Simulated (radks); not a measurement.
The antimony ion Sb2+ inside a hard spherical wall (all orbitals vanish at R), configuration held at [Kr] 4d10 5s2 5p1 and not refilled when levels cross. Method: scalar-relativistic Kohn-Sham, r2SCAN, spin-unpolarised, spherical densities, finite nucleus; meta-GGA in the generalised Kohn-Sham scheme; Fermi nuclear charge, rms radius 4.6802 fm; computed with a radial shooting solver on a logarithmic mesh with Libxc functionals. Eigenvalues in eV, with the zero of energy where the potential of the charges vanishes at infinity; a dash marks a level that is unbound or too diffuse for the functional's potential to be trusted. A positive occupied level is held by the wall or, in an anion where self-interaction has pushed it up, behind a barrier. The pressure on the wall is -dE/dV.

R (bohr),E (hartree),kinetic (hartree),e(4p),e(4d),e(5s),e(5p),"e(6s, empty)","e(5d, empty)",pressure (GPa)
free,-6481.24330,6778.723,-123.08,-52.813,-29.743,-20.039,-,-8.422,0
20,-6481.24330,6778.723,-123.08,-52.813,-29.743,-20.039,-,-8.422,< 0.0001
15,-6481.24330,6778.723,-123.08,-52.813,-29.743,-20.039,-,-8.422,< 0.0001
12,-6481.24330,6778.723,-123.08,-52.813,-29.743,-20.039,-8.538,-8.419,< 0.0001
7,-6481.24284,6778.729,-123.06,-52.791,-29.727,-20.014,-6.964,-7.960,0.0440
5,-6481.22054,6778.918,-122.53,-52.280,-29.303,-19.299,0.918,-5.164,4.06
3.5,-6480.86043,6780.907,-118.99,-48.917,-24.965,-12.688,33.391,8.114,139
3,-6480.23648,6783.783,-115.38,-45.474,-18.724,-4.114,65.184,21.961,524
2.5,-6478.39770,6791.616,-107.90,-38.083,-2.582,16.427,129.28,50.938,2350
2,-6471.99502,6817.095,-90.050,-18.959,45.079,72.425,274.94,119.42,13800
1.5,-6443.51979,6917.881,-35.862,42.934,212.35,253.53,670.86,313.38,122000
